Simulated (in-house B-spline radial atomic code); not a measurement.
**Removing one electron from Ru²⁶⁺**

Closed shell [Ne] 3s2 3p6. Computed with an all-electron radial atomic-structure program (B-spline basis): Koopmans values of Dirac-Hartree-Fock plus a diagonal self-energy, in second order or with its direct term screened (direct RPA, with the hole-particle interaction, or full time-dependent Hartree-Fock), linearised in energy; no-pair Dirac-Coulomb Hamiltonian, finite nucleus. Shifts add to the Koopmans value (the ΔSCF shift is orbital relaxation alone); the final value takes TDHF screening with Breit and QED.

Command:
```bash
python run_mb.py task.json out
```
Settings (nuclear radius in fm, box in bohr, cutoff in hartree):
```
basis_form          2
Z                   44
core_configuration  [Ne] 3s2 3p6
rms_radius          4.4809
mass_number         102
speed_of_light      137.036
box_radius          3.931
lmax                7
intervals           58
virtual_cutoff      7744.0
```

Cost of the run: 6 s on 1 thread of Intel(R) Xeon(R) 6975P-C, on a shared host.

Energies in eV:

```json
{"subshell": "3p3/2", "Koopmans": "1449.31", "ΔSCF shift": "-1.026", "second order": "?", "direct RPA": "?", "hole-particle": "?", "TDHF": "?", "Breit + QED": "?", "final": "?"}
{"subshell": "3p1/2", "Koopmans": "1479.12", "ΔSCF shift": "-1.095", "second order": "0.733", "direct RPA": "0.718", "hole-particle": "0.473", "TDHF": "0.531", "Breit + QED": "-1.286", "final": "1478.37"}
```

Task: What does the self-energy do to 3p3/2?

Result: It shifts the removal energy by 0.983 eV in second order, 0.830 with direct RPA, 0.722 with the hole-particle term and 0.797 with TDHF screening (quasi-particle weight 0.988); Breit and QED add -0.865 eV. The final value is 1449.24 eV, against 1447 ± 4 eV (NIST, semi-empirical).
